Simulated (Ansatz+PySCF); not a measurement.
Values are calculated unless marked as measured or tabulated.
This PySCF input gave a total energy of -459.56365 hartree.

```python
from pyscf import gto, scf

mol = gto.M(atom="""
Cl 0.000000 0.000000 0.000000
""", basis='aug-cc-pvdz', charge=-1, spin=0)
mf = scf.UHF(mol)
mf.init_guess = 'atom'
mf.kernel()
while True:  # follow internal instabilities
    mo, _, stable, _ = mf.stability(return_status=True)
    if stable: break
    mf.kernel(mf.make_rdm1(mo, mf.mo_occ))
print(mf.converged, mf.e_tot, mf.spin_square()[0])
```

Problem. Write an input for Ansatz with the same method and basis set.

Solution.

```yaml
crystal:
  periodic: [false, false, false]
  atoms:
    - { symbol: Cl, position_ang: [0.0, 0.0, 0.0] }
basis:
  gaussian: { orbitals: aug-cc-pVDZ }
total_charge: -1
magnetization:
  spin_polarized: true
hamiltonian:
  xc: hf
```

Ansatz (development build ahead of 0.2.0) gave -459.56365 hartree, 0.00 meV from the first.
